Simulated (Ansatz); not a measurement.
`[CH3][Hf]12345678([OH])([C@H]9[C@@H]1[C@@H]2[C@@H]3[C@H]94)[C@H]1[C@@H]5[C@@H]6[C@@H]7[C@H]18` and `[CH3][Ti]12345678([OH])([C@H]9[C@@H]1[C@@H]2[C@@H]3[C@H]94)[C@H]1[C@@H]5[C@@H]6[C@@H]7[C@H]18` differ in one element.

Ansatz, PBE0-D4/def2-TZVP geometries, multiplicity 1. Each molecule was computed in one conformer, which needn't be the lowest.

Elements past krypton have def2 core potentials. Scalar relativity is left out up to krypton.

```csv
property,`[CH3][Hf]12345678([OH])([C@H]9[C@@H]1[C@@H]2[C@@H]3[C@H]94)[C@H]1[C@@H]5[C@@H]6[C@@H]7[C@H]18`
size of the dipole moment (B3LYP/def2-TZVPP) / D,1.91
size of the dipole moment (ωB97M-V/def2-TZVPP) / D,2.00
size of the dipole moment (PBE/def2-TZVPP) / D,1.76
LUMO energy (PBE/def2-TZVPP) / eV,-1.27
HOMO–LUMO gap (ωB97M-V/def2-TZVPP) / eV,10.08
HOMO–LUMO gap (PBE/def2-TZVPP) / eV,4.39
```

(1) Give the same properties after the change, and the shifts. (Estimate.)

## Answers

(1) Ansatz gave: 
| property | `[CH3][Ti]12345678([OH])([C@H]9[C@@H]1[C@@H]2[C@@H]3[C@H]94)[C@H]1[C@@H]5[C@@H]6[C@@H]7[C@H]18` | shift |
| --- | --- | --- |
| size of the dipole moment (B3LYP/def2-TZVPP) / D | 1.84 | -0.07 |
| size of the dipole moment (ωB97M-V/def2-TZVPP) / D | 1.86 | -0.14 |
| size of the dipole moment (PBE/def2-TZVPP) / D | 1.75 | -0.01 |
| LUMO energy (PBE/def2-TZVPP) / eV | -2.16 | -0.89 |
| HOMO–LUMO gap (ωB97M-V/def2-TZVPP) / eV | 9.62 | -0.46 |
| HOMO–LUMO gap (PBE/def2-TZVPP) / eV | 3.34 | -1.05 |

With PBE0 the HOMO rises by 0.20 eV and the LUMO falls by 0.70 eV, so the gap narrows by about 0.90 eV. PBE moves the HOMO by 0.16 eV and ωB97M-V by 0.20 eV. Dipoles are sizes alone; their direction can turn.

B3LYP here is the variant with VWN-RPA as its local correlation; programs differ in this.

Positive LUMOs are unbound, so they and the gaps depend on the basis.
